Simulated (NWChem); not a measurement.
## Correlation energy of CHO₂

```
C
O 1 1.2335
O 1 1.2335 2 144.65
H 1 1.1800 2 107.67 3 180.00
```
Charge 0, spin multiplicity 2.

Program: NWChem. All single points use one geometry, from UPBE/def2-SVP, a minimum by its harmonic frequencies.

Basis set: def2-SVP. Each correlation energy counts from its own Hartree-Fock reference.

The correlated methods keep 3 core orbitals frozen. The structure started from a generated list of species. The unpaired electrons of the parent sit in orbitals of symmetry a1 (C2v labels of the run); other states weren't searched. The stability of the SCF solutions was not checked. Open-shell Hartree-Fock references start from PBE0 orbitals. No row is a measurement; the coupled-cluster row has its own basis-set and correlation limits.

```json
[
 {"method": "CCSD(T) on ROHF", "correlation energy (mHa)": "-542.7"},
 {"method": "CCSD(T) on UHF", "correlation energy (mHa)": "-529.5"},
 {"method": "CCSD on UHF", "correlation energy (mHa)": "…"},
 {"method": "CCSD on ROHF", "correlation energy (mHa)": "-519.7"},
 {"method": "SCS-UMP2", "correlation energy (mHa)": "-482.7"},
 {"method": "CCSD[T] on ROHF", "correlation energy (mHa)": "-545.7"},
 {"method": "UMP2", "correlation energy (mHa)": "…"},
 {"method": "CCSD[T] on UHF", "correlation energy (mHa)": "-532.6"}
]
```

**Question.** What belongs in the gaps?

**Answer.** 
- CCSD on UHF, correlation energy (mHa): -507.9
- UMP2, correlation energy (mHa): -506.4
